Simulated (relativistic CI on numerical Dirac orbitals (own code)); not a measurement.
Method of calculation: Dirac-Coulomb-Breit CI, KLI orbitals optimised for each configuration, model QED (radiative potential, 1s self-energy scaled to tabulated hydrogen-like ionisation energies), unscaled Slater integrals (own radial code, finite nucleus).

The strongest absorption lines from the ground level of an ion, among the configurations computed and to levels below about 149 eV (vacuum wavelength in Å, gf): 98.784 (0.12), 99.839 (0.3), 105.37 (0.27), 105.47 (0.35), 106.01 (0.09), 156.39 (0.058), 587.01 (1.1), 631.63 (0.53).

(1) Which ion is it?
A. Y XI
B. As V
C. Nb XIII
D. Rb IX

## Answers

(1) D. Rb IX has 29 electrons and the ground level 3d10 4s 2S_1/2; the strongest line goes to 3d10 4p 2P°_3/2. The pattern of lines fixes the number of electrons, and along that sequence the line energies rise steadily with the charge (about as its square where n changes within one kind of shell, about linearly where n is kept but much faster in heavy ions where fine structure, which grows about as Z⁴, sets the gap, and irregularly where shells cross), which fixes Z. Configurations outside the model, such as inner-shell arrays, can give stronger lines. At this charge configurations can still be misplaced by up to about 7 % of their energy.

LS names give the leading component of a level, which can be under half, so a name can repeat, a term be missing and a line seem to break the LS rules.
